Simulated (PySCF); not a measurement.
BiAs⁺ at BLYP

Level: BLYP. basis Bi cc-pVDZ-PP with ECP60, As cc-pVDZ-PP with ECP10; scalar-relativistic core potentials; PySCF 2.14.

| Item | Value |
| --- | --- |
| state | ²Π (doublet), unpaired electrons π ↑ |
| bond length | 2.544 Å |
| harmonic wavenumber | 252 cm⁻¹ |
| force constant | 2.06 mdyn/Å |
| rotational constant Be | 0.04722 cm⁻¹ |
| anharmonicity ωexe | 0.507 cm⁻¹ |
| vibration–rotation constant αe | 0.000117 cm⁻¹ |
| bond order (Mayer) | 2.46 |
| dipole moment (positive dipole points towards As; it is taken about the centre of mass and depends on that origin) | 0.65 D |

Spin–orbit coupling is left out, which matters for elements this heavy, above all for dissociation energies. The state is the lowest determinant that a PBE0 search found; another state may lie lower at other levels.
